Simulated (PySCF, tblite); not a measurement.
Rigid-rotor lines calculated for a species of formula C5H13NSi2 (commonest isotopes; PBE0/pcSseg-1 in PySCF (dipole) on a GFN2-xTB geometry, gas phase), labelled J(Ka,Kc):

| transition | MHz |
| --- | --- |
| 2(1,1) ← 1(1,0) | 4301.9 |
| 1(1,1) ← 0(0,0) | 2973.7 |
| 1(0,1) ← 0(0,0) | 2004.9 |
| 2(1,2) ← 1(1,1) | 3717.7 |
| 2(0,2) ← 1(0,1) | 3953.1 |

Q: Find the rotational constants.

A: 1(0,1) ← 0(0,0) is B + C, 2(1,1) ← 1(1,0) is 3B + C and 2(1,2) ← 1(1,1) is B + 3C, so B − C is half the difference of the last two, 292.1 MHz. 1(1,1) ← 0(0,0) is A + C. A = 2117.2, B = 1148.5, C = 856.4 MHz.

Q: What moments of inertia, asymmetry and inertial defect follow?

A: I = 505379 MHz·u·Å² over each constant: Ia = 238.70, Ib = 440.04, Ic = 590.11 u·Å²; κ = (2B − A − C)/(A − C) = -0.537 (asymmetric top); Δ = Ic − Ia − Ib = -88.62 u·Å².

Q: Which dipole components do these lines need?

A: μa and μb (a-type: ΔKa even, ΔKc odd; b-type: both odd). The calculation gives |μa| = 0.56 D, |μb| = 0.84 D, |μc| = 0.11 D.

Q: Where do these fall, and of which type are they? 1(1,0) ← 1(0,1); 2(2,1) ← 1(1,0); 2(2,1) ← 2(1,1); 2(2,1) ← 1(1,1); 3(3,0) ← 2(2,1); 3(0,3) ← 2(1,2); 3(1,2) ← 3(0,3); 3(1,2) ← 2(0,2); 3(2,1) ← 2(2,0); 2(2,0) ← 1(1,0); 3(3,1) ← 2(2,0).

A: 
```csv
transition,MHz,type,branch
"1(1,0) ← 1(0,1)",1261,b,Q
"3(1,2) ← 3(0,3)",2222,b,Q
"2(2,1) ← 2(1,1)",2906,c,Q
"3(0,3) ← 2(1,2)",5068,b,R
"3(2,1) ← 2(2,0)",6229,a,R
"2(2,1) ← 1(1,0)",7208,b,R
"2(2,0) ← 1(1,0)",7265,c,R
"2(2,1) ← 1(1,1)",7500,c,R
"3(1,2) ← 2(0,2)",8023,c,R
"3(3,1) ← 2(2,0)",11565,b,R
"3(3,0) ← 2(2,1)",11628,b,R
```

Q: Which structure gave them?

A: `C=C1[SiH2][SiH2]N1C(C)C`, point group C1. Three constants can't fix a structure by themselves; this is the one that was computed:
```
atom  x, y, z in Å
C1     1.073    1.241   -1.789
C2     1.240    0.329   -0.837
Si3    2.817   -0.483   -0.142
Si4    1.054   -1.302    1.116
N5     0.255   -0.275   -0.048
C6    -1.136    0.087   -0.165
C7    -1.430    1.355    0.644
C8    -2.030   -1.060    0.295
H9     0.121    1.657   -2.080
H10    1.928    1.604   -2.333
H11    3.776    0.486    0.401
H12    3.531   -1.312   -1.118
H13    0.799   -0.871    2.501
H14    0.579   -2.691    1.024
H15   -1.347    0.284   -1.226
H16   -0.778    2.163    0.321
H17   -1.248    1.166    1.699
H18   -2.465    1.663    0.513
H19   -1.802   -1.963   -0.266
H20   -3.075   -0.805    0.138
H21   -1.872   -1.258    1.352
```

The values belong to one conformer (point group C1) with, in the numbering `[CH2:1]=[C:2]1[SiH2:3][SiH2:4][N:5]1[CH:6]([CH3:7])[CH3:8]`, Si4–N5–C6–C7 90°. Its GFN2-xTB frequencies are all real (lowest 61 cm⁻¹). These are rigid-rotor constants of the computed structure; measured ground-state constants (B0) also hold zero-point vibration. A rigid rotor knows nothing of internal rotation, which can split or shift real lines. Quadrupole hyperfine structure (14N) is left out.
